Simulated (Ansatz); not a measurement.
Gas-phase electronic energies from Ansatz, PBE0-D4/def2-TZVP geometries. CCSD(T)/CBS adds triple-zeta CCSD(T) − MP2 to the extrapolated MP2 energy (def2 sets, frozen cores). This one scheme is used for every species. DFT in def2-TZVPP. For Ge outer-core shells are correlated without core-valence functions, which leaves a few kJ/mol of doubt a bond. Scalar relativity is left out up to krypton. One conformer a species, not always the lowest.

Reaction (hydrogenolysis of a Ge–O bond): `[CH3][Al]([F])[O][GeH3]` + H₂ → GeH₄ + `[CH3][Al]([OH])[F]`

CCSD(T)/CBS gives +0.15 eV.

Problem. Another level gave +0.02 eV. Which?
A. CCSD(T)/def2-TZVPP
B. PBE/def2-TZVPP
C. SCS-MP2/def2-TZVPP
D. PBE-D4/def2-TZVPP

Solution. B. PBE 0.02, CCSD(T)/def2-TZVPP 0.17, SCS-MP2/def2-TZVPP 0.23, PBE-D4 0.07 eV.

Largest T1 diagnostic among the species: 0.012.

In def2-TZVPP, CCSD(T) changes the Hartree–Fock value by +0.04 eV (the triples alone add +0.03 eV) and MP2 by +0.10 eV. The D4 term adds +0.08 eV with B3LYP and +0.05 eV with PBE0; it sums over pairs of atoms, weighted by their polarisabilities, and B3LYP, whose exchange is more repulsive, gets the larger term.

B3LYP here is the variant with VWN-RPA as its local correlation; programs differ in this.
